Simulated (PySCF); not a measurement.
PySCF 2.14 output of a UHF calculation on a single atom or ion in aug-cc-pwCVTZ-DK3 with one added diffuse shell each of s, p, d, f type (11s10p8d5f1g, 125 functions), with scalar relativity by spin-free X2C-1e:

```
SCF conv_tol = 1e-09
number electrons alpha = 26  beta = 23
cycle= 1 E= -5877.93304576043  delta_E= -0.0019  |g|= 0.0131  |ddm|= 0.0618
cycle= 2 E= -5877.93326891629  delta_E= -0.000223  |g|= 0.0051  |ddm|= 0.0223
cycle= 3 E= -5877.93330936157  delta_E= -4.04e-05  |g|= 0.000869  |ddm|= 0.0152
cycle= 4 E= -5877.93331015324  delta_E= -7.92e-07  |g|= 0.000433  |ddm|= 0.00284
cycle= 5 E= -5877.93331024985  delta_E= -9.66e-08  |g|= 9.39e-05  |ddm|= 0.00105
cycle= 6 E= -5877.93331025666  delta_E= -6.81e-09  |g|= 1.1e-05  |ddm|= 0.000306
cycle= 7 E= -5877.9333102568  delta_E= -1.37e-10  |g|= 1.98e-06  |ddm|= 6.47e-05
converged SCF energy = -5877.9333102568  <S^2> = 3.7544264  2S+1 = 4.0022126
```

The run itself started from symmetry-adapted Hartree-Fock orbitals and held the occupation by maximum overlap, so the iterations belong to that start.

Task: Which element, charge and spin multiplicity is this?

Result: In (indium, neutral), multiplicity 4; the state was [Kr] 4d10 5s1 5p2, high-spin 4P determinant (an excited configuration).
